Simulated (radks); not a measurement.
Species: I3+. Configuration: [Kr] 4d9 5s0.5 5p4.5 (fractional occupations, a model configuration).

Calculated with a radial shooting solver on a logarithmic mesh with Libxc functionals: scalar-relativistic Kohn-Sham, r2SCAN, spin-polarised, spherical densities, finite nucleus; open shells are filled with parallel spins first (spin-orbit coupling, left out, can overturn this in heavy ions); meta-GGA in the generalised Kohn-Sham scheme; Fermi nuclear charge, rms radius 4.75 fm.

Energy parts (Ry):
part                        energy
total                 -14224.62377
kinetic                14931.37303
electron-nucleus      -34262.61823
Hartree                 5466.57664
exchange-correlation    -359.95520

Orbitals (lengths in bohr, moments of r in powers of bohr):
| orbital | occ. | eigenvalue (Ry) | <r^4> | <r^2> |
|---|---|---|---|---|
| 1s up | 1 | -2431.841 | 2.647e-06 | 0.001005 |
| 1s down | 1 | -2431.830 | 2.647e-06 | 0.001005 |
| 2s up | 1 | -379.8252 | 0.0004505 | 0.01619 |
| 2s down | 1 | -379.7841 | 0.0004505 | 0.01619 |
| 2p up | 3 | -341.0226 | 0.0003263 | 0.01283 |
| 2p down | 3 | -340.9863 | 0.0003262 | 0.01283 |
| 3s up | 1 | -79.78012 | 0.01918 | 0.1122 |
| 3s down | 1 | -79.76496 | 0.01916 | 0.1122 |
| 3p up | 3 | -67.12669 | 0.02020 | 0.1126 |
| 3p down | 3 | -67.10520 | 0.02018 | 0.1126 |
| 3d up | 5 | -48.21697 | 0.01772 | 0.09846 |
| 3d down | 5 | -48.17958 | 0.01769 | 0.09843 |
| 4s up | 1 | -16.80013 | 0.5474 | 0.6116 |
| 4s down | 1 | -16.67092 | 0.5470 | 0.6119 |
| 4p up | 3 | -12.78119 | 0.7422 | 0.7008 |
| 4p down | 3 | -12.65331 | 0.7383 | 0.7003 |
| 4d up | 5 | -6.87083 | 1.472 | 0.9379 |
| 4d down | 4 | -6.73826 | 1.440 | 0.9311 |
| 5s up | 0.5 | -3.82589 | 18.04 | 3.542 |
| 5s down | 0 | -3.59092 | 18.96 | 3.611 |
| 5p up | 3 | -2.83988 | 30.02 | 4.545 |
| 5p down | 1.5 | -2.63768 | 33.30 | 4.759 |

The highest occupied level is 5p down at -35.888 eV. The configuration is held as typed, so some empty levels lie below it. The density falls to 0.001 e/bohr^3 at r = 3.74 bohr. Spin moment in Bohr magnetons: 3.
